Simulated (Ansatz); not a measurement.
Gas-phase electronic energies from Ansatz, PBE0-D4/def2-TZVP geometries. CCSD(T)/CBS adds triple-zeta CCSD(T) − MP2 to the extrapolated MP2 energy (def2 sets, frozen cores). DFT in def2-TZVPP. B3LYP here is the variant with VWN-RPA as its local correlation; programs differ in this. Elements past krypton have def2 core potentials. For I, Se, Zr outer-core shells are correlated without core-valence functions, which leaves a few kJ/mol of doubt a bond. Scalar relativity is left out up to krypton. Each species was taken in one conformer, which may not be the lowest.

`[Cl][Zr]([Cl])([Cl])[SeH]` + HI → `[Cl][Zr]([Cl])([Cl])[I]` + H₂Se  (ligand exchange at a Zr–Se bond)

```json
{"level": "PBE0-D4", "ΔE (kJ/mol)": "-49.1"}
{"level": "B3LYP-D4", "ΔE (kJ/mol)": "-48.8"}
{"level": "B2PLYP", "ΔE (kJ/mol)": "-51.1"}
{"level": "BHLYP", "ΔE (kJ/mol)": "-51.3"}
{"level": "CAM-B3LYP", "ΔE (kJ/mol)": "-48.4"}
{"level": "CCSD/def2-SVP", "ΔE (kJ/mol)": "-50.0"}
{"level": "SCS-MP2/def2-TZVPP", "ΔE (kJ/mol)": "-52.6"}
{"level": "HF/CBS(def2)", "ΔE (kJ/mol)": "-56.7"}
```

(1) What does CCSD(T)/CBS give? (Best estimate.)

Largest T1 diagnostic among the species: 0.015.

## Answers

(1) Ansatz gave: -50.4 kJ/mol. The listed levels differ from it by 1.3, 1.6, -0.7, -0.9, 2.0, 0.4, -2.2, -6.3 kJ/mol.

Leaving LDA and LC-ωPBE aside and taking each functional with its dispersion term where it has one, the values, not all of them listed here, spread over 6.4 kJ/mol, from PBE-QIDH to revPBE-D4. From BLYP to BHLYP (50 % exact exchange), in def2-TZVPP and without D4, ΔE moves by −4.7 kJ/mol.

CCSD(T)/CBS has its own doubt, a few kJ/mol and more with outer-core shells, so smaller differences from it don't rank the levels.
